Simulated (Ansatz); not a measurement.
Geometry optimisation, DFT PBE-D3(BJ), scalar-relativistic, plane waves, PAW in Ansatz 0.2.0.

Input:

```yaml
crystal:
  lattice:
    - [8.598418, 0.0, 0.0]
    - [4.299209, 7.446449, 0.0]
    - [0.0, 0.0, 18.020579]
  atoms:
    - { symbol: Sr, position: [0.1666667, 0.1666667, 0.0554921] }
    - { symbol: Sr, position: [0.6666667, 0.1666667, 0.0554921] }
    - { symbol: Sr, position: [0.1666667, 0.6666667, 0.0554921] }
    - { symbol: Sr, position: [0.6666667, 0.6666667, 0.0554921] }
    - { symbol: Sr, position: [-0.1666667, 0.3333333, 0.2502855] }
    - { symbol: Sr, position: [0.3333333, 0.3333333, 0.2502855] }
    - { symbol: Sr, position: [-0.1666667, 0.8333333, 0.2502855] }
    - { symbol: Sr, position: [0.3333333, 0.8333333, 0.2502855] }
    - { symbol: Sr, position: [0.0, 0.0, 0.4450789] }
    - { symbol: Sr, position: [0.5, 0.0, 0.4450789] }
    - { symbol: Sr, position: [0.0, 0.5, 0.4450789] }
    - { symbol: Sr, position: [0.5, 0.5, 0.4450789] }
    - { symbol: O, position: [0.0087806, 0.7349717, 0.5394155] }
    - { symbol: H, position: [-0.0253927, 0.7705369, 0.5910231] }
basis:
  ecutwfc: 420.0
kpoints:
  mp_grid: { grid: [3, 3, 1] }
hamiltonian:
  xc: pbe
  dispersion: d3bj
scf:
  occupations: { method: gaussian, width: 0.15 }
  lower_state_search: "off"
relax:
  f_tol: 0.03
  max_steps: 60
  adjacent_minimum: "off"
  constraints: [{ sites: [0, 1, 2, 3] }]
```

Launched with:

```bash
$ ansatz run input.yaml --threads 4 --pin off --max-ram 10240MiB --backend cpu --events-out ev --progress --plain --runs-dir out
```

Where does it end, and by what steps?

The run converged. The force dipped under the threshold on the way, but the program's further checks kept it going. Limits of this set-up: coarse k mesh, thin slab, slab without dipole correction, odd electron count without spin. After 16 steps the energy has fallen by 0.916 eV; O13 moved furthest, 1.70 Å. Joined: Sr10–O13 (4.15 → 2.52 Å).

| step | energy less start (eV) | largest force component (eV/Å) | accepted |
| --- | --- | --- | --- |
| 0 | 0.0000 | 1.020 | yes |
| 1 | -0.4339 | 0.881 | yes |
| 2 | -0.5256 | 0.845 | yes |
| 3 | -0.6048 | 0.286 | yes |
| 4 | -0.6236 | 0.307 | yes |
| 5 | -0.6289 | 0.170 | yes |
| 6 | -0.6423 | 0.141 | yes |
| 7 | -0.6527 | 0.089 | yes |
| 8 | -0.6936 | 0.153 | yes |
| 9 | -0.7714 | 0.213 | yes |
| 10 | -0.8653 | 0.517 | yes |
| 11 | -0.8802 | 0.343 | yes |
| 12 | -0.9124 | 0.036 | yes |
| 13 | -0.9125 | 0.030 | yes |
| 14 | -0.9151 | 0.022 | yes |
| 15 | -0.9157 | 0.036 | yes |
| 16 | -0.9162 | 0.004 | yes |

```xyz
14
Lattice="8.5984 0.0000 0.0000 4.2992 7.4464 0.0000 0.0000 0.0000 18.0206" Properties=species:S:1:pos:R:3
Sr 2.150 1.241 1.000
Sr 6.449 1.241 1.000
Sr 4.299 4.964 1.000
Sr 8.598 4.964 1.000
Sr 0.003 2.480 4.354
Sr 4.294 2.478 4.355
Sr 2.148 6.206 4.251
Sr 6.449 6.212 4.354
Sr -0.108 -0.069 7.730
Sr 4.419 -0.069 7.729
Sr 2.155 3.851 7.730
Sr 6.453 3.721 7.598
O 2.156 6.202 8.627
H 2.156 6.202 9.605
```

Whether the end is a true minimum wasn't checked by a vibrational analysis.

The run took 45 s on 4 threads of AMD EPYC 9R45 96-Core Processor (Zen 5) (shared host), peak memory 2 GiB.
